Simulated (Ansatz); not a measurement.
CH$_{4}$InNSe (`N=[C]([SeH])[InH2]`). The species carries charge 0 and has multiplicity 1. In takes the def2 core potential. The structure was optimised at the PBE0-D4/def2-TZVP level. It is one conformer, not always the lowest.

```xyz
8

N    -0.040    1.557    0.426
C    -0.172    0.460   -0.188
Se   -1.038    0.436   -1.897
In    0.523   -1.491    0.543
H     0.435    1.436    1.321
H    -1.301    1.885   -1.945
H     1.286   -1.338    2.083
H     0.307   -2.945   -0.343
```

Problem. What is the dipole moment at r2SCAN/def2-TZVPP? (Best estimate.)

Solution. Computed: 1.72 D, with components (0.66, -1.33, 0.86) D in this frame, pointing from negative to positive charge.

Problem. And with PBE, B3LYP, ωB97M-V? (Best estimate.)

Solution. Ansatz gave: PBE 1.58 D, B3LYP 1.82 D, ωB97M-V 2.02 D.

Problem. Give the Mulliken charges with r2SCAN, PBE, ωB97M-V in def2-TZVPP. (Estimate.)

Solution. Ansatz gave: 
```tsv
atom	r2SCAN	PBE	ωB97M-V
N1	-0.28	-0.21	-0.22
C2	-0.18	-0.19	-0.20
Se3	-0.03	-0.02	-0.04
In4	0.51	0.45	0.42
H5	0.17	0.16	0.13
H6	0.05	0.05	0.07
H7	-0.13	-0.13	-0.09
H8	-0.11	-0.11	-0.07
```

B3LYP here is the variant with VWN-RPA as its local correlation; programs differ in this.
